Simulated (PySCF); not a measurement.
Structure revision by computed shifts

A compound C3H9ClO2Si2 gives the data below (simulated from a calculation) and was assigned the structure `O=C(CO[SiH3])[SiH2]CCl`.

13C{1H} NMR (computed): δ 148.8 (CH), 104.3 (CH), 49.6 (CH2).

1H NMR (400 MHz, computed): δ 6.55 (d, 1H), 5.52 (s, 2H), 5.16 (d, 1H), 4.13 (q, 2H), 3.94 (t, 3H).

Method: shieldings: GIAO PBE0/pcSseg-1, GFN2-xTB structure, in PySCF 2.14.0 with density-fitted response routines (a single conformation, isolated molecule, one averaged value for each set of equivalent atoms, no relativistic terms).

δ = σ(ref) − σ, references computed at the same level: TMS for 1H and 13C.

(1) Compare with the shifts computed for the proposed structure, pairing carbons in order of shift.

(2) Which isomer fits?

Answers

(1) Atoms are numbered as in `[O:1]=[C:2]([CH2:3][O:4][SiH3:5])[SiH2:6][CH2:7][Cl:8]`. Hydrogens are named by the atom that carries them.

```tsv
atom	computed for proposal	given list	difference
C2	254.7	148.8	+105.9
C3	78.8	104.3	-25.5
C7	29.4	49.6	-20.2
```

The rms difference is 64.0 ppm and the largest +105.9 ppm at C2 (carbonyl carbon). The carbon types in order of shift don't match either: C, CH2, CH2 for the proposal against CH, CH, CH2 in the data. The proposal doesn't fit.

(2) `[SiH2](OC[SiH3])O/C=C\Cl`.

- Carbon types of the structure: 2 × CH, 1 × CH2, leaving 5 H on heteroatoms.
- δC 148.8: alkene carbon bearing oxygen; an sp2 carbon further deshielded by the attached heteroatom.
- δC 104.3: β carbon of an enol-ether or enamine type C=C; the O or N lone pair pushes π density onto this β carbon and shields it.
- δH 6.55: hydrogen on an alkene carbon bearing oxygen; attached to an sp2 carbon and in the plane of the double bond.
- δH 4.13: hydrogen on an sp3 CH2 bonded to O and Si; its carbon carries O, hence the downfield position.

This is the structure that produced the data.

Carbons that carry Cl, above all several Cl atoms, come out too deshielded, partly because spin–orbit coupling is missing. Shifts are as computed. Against solution values, carbons near 30 ppm lie about +3 ppm off and those near 130 ppm about +5 ppm; carbons on Cl a further +6 ppm. Of 1211 compounds with measured shifts, 218 miss one by over three times the rms of a fit or turn the order of signals round; such compounds aren't used in these exercises. No couplings were computed; multiplicities are counted from neighbouring protons, with m where these are inequivalent, close in shift, in a saturated or five-membered ring or joined by F or P, and br s for small geminal =CH2 splittings.
